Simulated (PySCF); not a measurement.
Gas-phase reaction: 2 GeH2Cl2 → GeH2 + H2 + GeCl4. Level: PBE0/def2-TZVP; standard pressure 1 bar.

Computed with PySCF and rigid-rotor harmonic-oscillator thermochemistry at 1 bar. All species are closed-shell singlets. Ge: all electrons, no relativistic terms. GeH2: computed as isolated molecules; such fragments, hydroxides, amides, oligomers or adducts are transient or little studied in the gas. The harmonic model lacks anharmonicity and excited electronic states, which grow with temperature; levels with a mode under 35 cm⁻¹ are left out.

| T (K) | 1000/T (1/K) | log10 K |
|---|---|---|
| 800 | 1.2500 | -7.15 |
| 1000 | 1.0000 | -4.59 |
| 1200 | 0.8333 | -2.89 |
| 1400 | 0.7143 | ? |
| 1600 | 0.6250 | -0.79 |
| 1800 | 0.5556 | -0.10 |

Fit log10 K = a + b·(1000/T) to the five rows, get the mean ΔH° and ΔS°, and predict log10 K at 1400 K.

Means: 1000/T = 0.8528, log10 K = -3.104. Sums of products about the means: Sxy = -3.24990, Sxx = 0.320037, so b = Sxy/Sxx = -10.15 and a = -3.104 − (-10.15)×0.8528 = 5.55.
ΔH° = −R ln 10 × 1000 K × b = −19.145 × (-10.15) = 194 kJ; ΔS° = R ln 10 × a = 106 J/K. The run's own values go from 197 kJ and 109 J/K at 800 K to 188 kJ and 103 J/K at 1800 K.
Prediction at 1400 K: 5.55 + (-10.15)×0.7143 = -1.70. The computed value is -1.68, 0.02 from the line.
For scale, ΔH°(298 K) is 192 kJ at this level, 175 kJ at ωB97M-V/def2-TZVP†, and runs from 136 to 211 kJ over the 20 levels computed († marks an energy on the PBE0/def2-TZVP geometry).
